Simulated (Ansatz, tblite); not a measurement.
Forces on Cu2S⁺ at its PBE0-D4/def2-TZVP geometry. Total charge 1; doublet.

The xTB rows come from tblite. The structure comes from a short search, and lower isomers may exist.

GFN1-xTB (tblite), largest force 1.01 eV/Å:

```xyz
3
positions Å, forces eV/Å
Cu   -1.430   -0.870   -0.090    0.699    0.577    0.279
Cu    1.473    0.384   -0.701   -0.746   -0.047    0.584
S    -0.043    0.486    0.791    0.047   -0.530   -0.863
```

GFN2-xTB (tblite), largest force 0.38 eV/Å:

```
Cu -0.270 -0.220 -0.104
Cu 0.288 0.021 -0.221
S -0.018 0.199 0.324
```

r2SCAN-D4/def2-TZVP (Ansatz), largest force 0.51 eV/Å:

```
Cu 0.342 0.286 0.142
Cu -0.365 -0.020 0.291
S 0.024 -0.266 -0.433
```
